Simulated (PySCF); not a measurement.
MI cations for M along the third period

CCSD(T) with double-zeta basis sets in PySCF, for the lowest determinant that a PBE0 search found; no spin–orbit coupling. De refers to high-spin ground-configuration atoms (the charge goes to the atom of lower measured ionisation energy or higher electron affinity, which is not always the lowest computed limit).

| M | basis | reference, frozen orbitals | charged atom | state (unpaired electrons) | Re (Å) | ωe (cm⁻¹) | De (eV) |
| --- | --- | --- | --- | --- | --- | --- | --- |
| Na | def2-SVP | UHF, 5 | Na+ | doublet (π ↑) | 3.217 | 124 | 0.42 |
| Mg | x2c-SVPall | RHF, 19 | Mg+ | singlet (closed shell) | 2.512 | 367 | 2.18 |
| Al | def2-SVP | UHF, 9 | Al+ | doublet (σ ↑) | 2.411 | 378 | 0.85 |
| Si | x2c-SVPall | RHF, 23 | Si+ | singlet (closed shell) | 2.341 | 449 | 3.84 |
| P | x2c-SVPall | ROHF, 23 | I+ | doublet (π ↑) | 2.310 | 424 | 3.36 |
| S | cc-pV(D+d)Z/cc-pVDZ-PP | UHF, 9 | S+ | triplet (π ↑↑) | 2.273 | 436 | 2.76 |
| Cl | def2-SVP | UHF, 9 | I+ | doublet (π ↑) | 2.308 | 401 | 1.85 |

(1) By what factor does the harmonic wavenumber vary along the series?

The rows differ in basis set, which adds steps of its own.

The state changes along the series, so neighbouring rows are not always alike in their bonding.

Correlated steps freeze the inner cores (5 to 23 orbitals); shallow outer-core shells are correlated. UHF and ROHF references stand side by side, which adds small steps between rows. Weak bonds: NaI⁺. Basis-set superposition, not corrected here, can be much of De in a small basis, most of all at correlated wavefunction levels. These are scalar-relativistic numbers at best; spin–orbit coupling would shift them, the dissociation energy most. For an ion De counts to the pair picked by the measured ionisation energies or electron affinities, which need not be the lowest pair at this level. Where the molecule has an RHF reference, its open-shell atoms are computed with UHF. The CCSD T1 diagnostic is raised in SiI⁺, a sign that a single reference may not be enough there. States were picked by a PBE0 search and need not be the measured ground states.

Answers

(1) At CCSD(T) it runs from 124 cm⁻¹ (NaI⁺) to 449 cm⁻¹ (SiI⁺), a factor of 3.62.
